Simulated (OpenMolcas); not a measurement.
Os2+: moving or changing the point charges

Os2+ among 6 point charges of -1.7 e arranged as an octahedron (Oh), 2.19 Å from the ion.
```
   2.1900    0.0000    0.0000  -1.70
   0.0000    2.1900    0.0000  -1.70
  -2.1900    0.0000    0.0000  -1.70
   0.0000   -2.1900    0.0000  -1.70
   0.0000    0.0000    2.1900  -1.70
   0.0000    0.0000   -2.1900  -1.70
```

```
Program             : OpenMolcas 26.06
Method              : SS-CASPT2, IPEA 0.25 Eh, imaginary shift 0.1 Eh (closed shells correlated: 5s 5p)
Basis               : ANO-RCC-VDZP [7s6p4d2f1g]
Scalar Hamiltonian  : DKH2, point nucleus
Active space        : 6 electrons in 5 orbitals (5d)
State averaging     : 2S+1 = 5 even, 5 roots; 2S+1 = 3 even, 45 roots; 2S+1 = 1 even, 50 roots
Spin-orbit coupling : state interaction with AMFI integrals over the reference wave functions
```

Runs around this geometry, states (labels of O, the rotations of Oh). Energies in cm-1 above the lowest state or level, χT in cm3 K/mol; under a threefold ground state the first gap can be a small split of the lowest multiplet, not the spin-orbit step.

| R (Å) | q (e) | Ground state | First state of that spin | First gap with spin-orbit (degeneracies) | χT at 300 K | First state of another spin |
| --- | --- | --- | --- | --- | --- | --- |
| 2.19 | -1.36 | 5T2 | 5E 9940 | 25 (1, 2) | 3.675 | 3T1 8520 |
| 2.19 | -1.7 | 5T2 | 5E 12400 | 920 (1, 2) | 0.834 | 1A1 4720 |
| 2.38 | -1.7 | 5T2 | 5E 8710 | 92 (3, 2) | 4.215 | 3T1 9620 |

Taking the first state of the same spin as R^-n, n = -ln(8710 / 12400) / ln(2.38 / 2.19) = 4.2 between the shortest and longest distance.

Scaling the charges by -1.36 / -1.7 = 0.80 scales the first state of the same spin by 9940 / 12400 = 0.80; with fixed orbitals a first-order splitting would follow the charge.

Roots that are degenerate in the reference are averaged as groups; the widest CASPT2 spread within a group is 290 cm-1 (the 3-fold group of multiplicity 1 near 15400 cm-1 above the lowest state of its run, R = 2.19, q = -1.36). Shifts and gaps below about the spread of the groups concerned are not significant. Point charges give a weaker field than real ligands, and real ions of this kind are as a rule low spin; the high spin found here belongs to the model. Free-ion shares, where given, are those of the reference states; single-state CASPT2 does not remix them. Spin-orbit coupling mixes the spin-free states strongly: the lowest level takes only 50 % from its leading state, 5T2 (figures for R = 2.19, q = -1.36; the like holds for R = 2.19, q = -1.7). This shell can be high or low spin here, a state of another spin lies low, and with metal d orbitals alone active their balance is uncertain, so the ground spin may be wrong (holds for R = 2.19, q = -1.36; R = 2.19, q = -1.7). An orbital triplet at a regular site is open to Jahn-Teller coupling, which can distort the site and quench the lowest spin-orbit gaps and is left out (holds for R = 2.38, q = -1.7). Point charges carry no covalency, so the field is a model and not that of real ligands. No measured value stands beside these numbers.
